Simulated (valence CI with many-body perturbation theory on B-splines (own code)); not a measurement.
# Yb31+: what the settings do

Computed by relativistic CI+MBPT: three valence electrons over a frozen Dirac-Fock core [Kr], radial functions for each j: 6 s, 6 p, 5 d, 5 f, 1 g, with the one-electron correlation potential Σ1, the two-electron term Σ2, the three-electron term Σ3, Breit, model QED; selected CI, second order for the rest, scaled by the run's own slope (own B-spline code, finite nucleus).

The last digits are not significant, and no measured levels were compared; by estimate large intervals hold to a few tenths of a per cent, small ones and those within an open d or f shell to about a per cent. Only levels of the ground parity were solved; by the run's estimate the other parity begins above the list, which can be wrong where configurations are misplaced.

The reference run has the lowest level (4d3/2^3) J=3/2 and an ionisation energy of 1225.08 eV. Its largest variational space holds 2452 state functions.

Levels are named by their leading jj configuration (3d3/2^4 stands for four electrons in 3d with j = 3/2), which in mixed levels can hold well under half, so a name can repeat and another be missing. Letters in brackets count levels of one name in rising energy.

Changed runs:
A. scale of Σ2 1 → 0.8
B. orbitals per symmetry with explicit Σ2 and valence Breit (the others get mean screening factors) 5 → 1
C. lowest core n in screening and Σ2 2 → 1; box radius (bohr) 4.6665 → 6.25
D. factor on the speed of light 1 → 1.1 (bad on purpose)

Excitation energies of the reference run in cm⁻¹, and shifts in cm⁻¹:

```
                    Level  Reference      A       B         C       D
(4d3/2^2 4d5/2) J=5/2 [a]      84336    -46     -20      -0.1  -18061
    (4d3/2^2 4d5/2) J=3/2     103330   +124     -13      -0.1  -16910
    (4d3/2^2 4d5/2) J=7/2     111380   +249     +26      -0.1  -19336
    (4d3/2^2 4d5/2) J=9/2     115461   +473     +62      -0.1  -18041
    (4d3/2^2 4d5/2) J=1/2     117118   +212     -14      -0.2  -17686
(4d3/2^2 4d5/2) J=5/2 [b]     171471   +296     +51      -0.2  -22251
(4d3/2 4d5/2^2) J=7/2 [a]     196548    +50     +43      -0.1  -35223
    (4d3/2 4d5/2^2) J=9/2     207623   +221     +48      -0.2  -36587
(4d3/2 4d5/2^2) J=3/2 [a]     220817    -61     +48      -0.2  -36128
    (4d3/2 4d5/2^2) J=1/2     228690    +35     +41      -0.2  -36375
   (4d3/2 4d5/2^2) J=11/2     235789   +689    +117      -0.2  -36347
(4d3/2 4d5/2^2) J=5/2 [a]     237740   +516     +64      -0.3  -33411
   Ionisation energy (eV)    1225.08  -0.32  +0.033  -0.00051   -0.80
```
